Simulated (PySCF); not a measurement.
Gas-phase reaction: 2 GeCl₃ + 3 H₂ ⇌ 2 GeHCl + 4 HCl. Level: ωB97M-V/def2-TZVP†; standard pressure 1 bar.

Method: PySCF energies plus ideal-gas RRHO corrections (1 bar). † marks an energy on the PBE0/def2-TZVP geometry and frequencies. Open shells (unrestricted): GeCl₃ (multiplicity 2); the rest are closed-shell singlets. Ge: all electrons, no relativistic terms. GeCl₃, GeHCl: computed as isolated molecules; such fragments, hydroxides, amides, oligomers or adducts are transient or little studied in the gas. The harmonic model lacks anharmonicity and excited electronic states, which grow with temperature; levels with a mode under 35 cm⁻¹ are left out.

| T (K) | 1000/T (1/K) | log10 K |
|---|---|---|
| 500 | 2.0000 | -12.96 |
| 600 | 1.6667 | -9.15 |
| 800 | 1.2500 | ? |
| 1000 | 1.0000 | -1.74 |
| 1200 | 0.8333 | 0.04 |
| 1400 | 0.7143 | 1.29 |

Problem. Fit log10 K = a + b·(1000/T) to the five rows, get the mean ΔH° and ΔS°, and predict log10 K at 800 K.

Solution. Means: 1000/T = 1.2429, log10 K = -4.504. Sums of products about the means: Sxy = -13.96632, Sxx = 1.258997, so b = Sxy/Sxx = -11.09 and a = -4.504 − (-11.09)×1.2429 = 9.28.
ΔH° = −R ln 10 × 1000 K × b = −19.145 × (-11.09) = 212 kJ; ΔS° = R ln 10 × a = 178 J/K. The run's own values go from 221 kJ and 194 J/K at 500 K to 199 kJ and 167 J/K at 1400 K.
Prediction at 800 K: 9.28 + (-11.09)×1.2500 = -4.58. The computed value is -4.47, 0.11 from the line.
For scale, ΔH°(298 K) is 228 kJ at this level, 238 kJ at ωB97X-V/def2-TZVP†, and runs from 188 to 303 kJ over the 19 levels computed.
